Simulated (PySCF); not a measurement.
A structure optimised at ωB97X-D3(BJ)/def2-TZVP, used in a PySCF frequency run:

```xyz
9

C      1.1986    -0.3625    -0.2527
N      0.1626     0.4002     0.2565
C     -1.2004    -0.0194    -0.0041
H      1.0392    -0.8049    -1.2290
H      2.2025    -0.0849     0.0420
H      0.3152     0.7427     1.1925
H     -1.4457    -0.9826     0.4633
H     -1.3428    -0.1192    -1.0831
H     -1.8957     0.7393     0.3598
```
Charge 0, spin multiplicity 2.

Q: Write its SMILES and formula.

A: [CH2]NC, C2H6N

Q: What are its rotational constants (standard atomic weights)?

A: 42.701, 9.8234, 8.5256 GHz
